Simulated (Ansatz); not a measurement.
Abridged output of a molecular run in Ansatz:

```
Functional definition: HF
1564 factors; integrals over basis functions are off by at most 9.3e-4 eV
mean field evaluation 1: about -17437.7451 eV, gradient 4.9e1 eV
mean field evaluation 2: about -17438.0410 eV, gradient 4.9e1 eV
mean field evaluation 4: about -17442.6055 eV, gradient 4.1e0 eV
mean field evaluation 8: about -17442.6814 eV, gradient 2.9e-1 eV
mean field -17442.68191776 eV, -641.0067374034 hartree, gradient 6.9e-6 eV, S^2 0.000000; 0 other end points of the search recorded, 0 dependent functions left out
10 core orbitals not correlated: weight in the atoms' cores, before any rotation towards them, 1.000 or more for the frozen orbitals, at most 0.000 for the correlated occupied ones
reference -17442.68191776 eV, -641.0067374034 hartree; 18, 18 occupied and 225, 225 virtual orbitals, 1564 factors
second order -31.75553874 eV of doubles, -0.00000000 eV of singles
cycle   1  -31.61934433 eV  change    1.4e-1 eV  update   1.2e-1
cycle   2  -32.30395565 eV  change   -6.8e-1 eV  update   3.6e-2
cycle   3  -32.47809449 eV  change   -1.7e-1 eV  update   1.8e-2
cycle   4  -32.46192132 eV  change    1.6e-2 eV  update   4.4e-3
cycle   5  -32.45800467 eV  change    3.9e-3 eV  update   2.0e-3
cycle   6  -32.46000018 eV  change   -2.0e-3 eV  update   5.8e-4
cycle   7  -32.45988354 eV  change    1.2e-4 eV  update   2.4e-4
cycle   8  -32.45972503 eV  change    1.6e-4 eV  update   7.9e-5
cycle   9  -32.45973841 eV  change   -1.3e-5 eV  update   3.4e-5
perturbative correction -1.16925150 eV, -0.0429692002 hartree
Total energy: -17476.31090768 eV, -642.2425799883 hartree
```

Its atoms:

Cartesian coordinates in Å:
```
C 1.583 -0.134 0.495
C 0.748 -0.108 -0.532
F 1.244 -0.091 -1.789
Si -1.120 -0.125 -0.421
O -1.594 0.170 1.108
F -1.643 1.000 -1.420
H 1.188 -0.166 1.502
H 2.659 -0.137 0.358
H -1.718 -1.411 -0.818
H -1.348 1.001 1.516
```

Question: Which basis set was used?
A. def2-SVP
B. def2-TZVPP
C. def2-TZVPPD
D. def2-SVPD

Answer: B. It gives 253 functions.

Question: Write the keys of the input that set method, charge and spin (a neutral closed shell needs none for the last two).

Answer: 
```yaml
correlation: {method: ccsd_t}
```
